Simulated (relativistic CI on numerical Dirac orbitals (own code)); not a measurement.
V⁺ in a cubic cluster: 3p photoemission with charge transfer

Computed with a charge-transfer multiplet model of a cubic metal-ligand cluster with up to one ligand hole, Slater and spin-orbit integrals from Dirac-Coulomb-Breit ions, Slater integrals scaled by 0.7. The ground state mixes d4 with configurations of k ligand holes L, whose averages lie at kΔ + k(k − 1)U_dd/2; a core hole lowers each added d electron by U_cd. 20 K, Lorentzian 0.9 eV and Gaussian 0.8 eV FWHM.

Atomic integrals in eV (Slater integrals scaled, ζ unscaled), ground: F2dd 5.287, F4dd 3.249, zeta_d 0.015; with the core hole: F2dd 6.361, F4dd 3.957, zeta_d 0.020, zeta_core 0.529, F2cd 7.147, G1cd 8.918, G3cd 5.369.

Cluster parameters (eV): Δ = 7.4, U_dd = 4.3, U_cd = 5.1, 10Dq(ligand) = 1.1, V(eg) = 1.75, V(t2g) = -0.93, final-state hopping factor = 0.8.

| Case | n_d | d4 | d5L | S |
| --- | --- | --- | --- | --- |
| 10Dq = 0.3 eV | 4.14 | 0.86 | 0.14 | 2.00 |
| 10Dq = 0.6 eV | 4.14 | 0.86 | 0.14 | 2.00 |
| 10Dq = 0.9 eV | 4.13 | 0.87 | 0.13 | 2.00 |

Weights, n_d and S are thermal averages at 20 K. Binding energies count from the first peak over 30 % of the highest in each spectrum, which can be another peak from case to case. The parameters are a model scan and need not match a compound or its usual spin state. Peaks in eV (height, largest 100):
- 10Dq = 0.3 eV: 0.0 (100), 0.9 (95), 3.2 (59), 10.5 (20), 12.2 (20), 14.6 (31), 17.0 (9)
- 10Dq = 0.6 eV: 0.0 (100), 1.0 (94), 3.2 (56), 10.6 (20), 12.3 (21), 14.7 (29), 17.1 (9)
- 10Dq = 0.9 eV: 0.0 (100), 1.0 (94), 3.2 (53), 10.7 (19), 12.4 (22), 14.9 (26), 17.2 (8)

Curve for 10Dq = 0.9 eV (points under 2 left out, the grid thinned):

E (eV), Intensity and a bar:
```
     -3.9        3.0 
     -3.4        3.8 #
     -2.8        5.4 #
     -2.3        7.7 ##
     -1.8       12.2 ###
     -1.2       27.0 ########
     -0.7       60.0 ##################
     -0.2       96.7 ##############################
      0.4       92.5 #############################
      0.9       93.8 #############################
      1.4       85.2 ##########################
      2.0       58.3 ##################
      2.5       49.7 ###############
      3.0       51.9 ################
      3.6       49.9 ###############
      4.1       41.5 #############
      4.6       31.0 #########
      5.2       22.1 ######
      5.7       17.7 #####
      6.2       14.1 ####
      6.8       10.4 ###
      7.3        8.3 ##
      7.9        7.4 ##
      8.4        7.4 ##
      8.9        8.1 ##
      9.5       11.4 ###
     10.0       16.1 ####
     10.5       18.8 #####
     11.1       18.6 #####
     11.6       19.0 #####
     12.1       21.2 ######
     12.7       20.8 ######
     13.2       15.3 ####
     13.7       12.8 ###
     14.3       19.6 ######
     14.8       26.2 ########
     15.3       21.7 ######
     15.9       11.1 ###
     16.4        7.6 ##
     16.9        7.8 ##
     17.5        7.5 ##
     18.0        5.3 #
     18.5        3.7 #
     19.1        2.7 
     19.6        2.0
```

For the case 10Dq = 0.3 eV, Δ = 7.4 eV is larger than U_dd = 4.3 eV, the Mott-Hubbard side of the Zaanen-Sawatzky-Allen scheme. With the core hole the average of the configuration with one ligand hole lies at Δ − U_cd = 2.3 eV before mixing: the effective hopping of about 2.7 eV (from the holes of the mixed ground state) is comparable with this gap or larger, so the configurations mix strongly.

With at most 1 ligand hole the space is cut while the next configuration still counts, so covalency is underestimated, and a final configuration with one more ligand hole, which can lie low, is missing from the spectra.
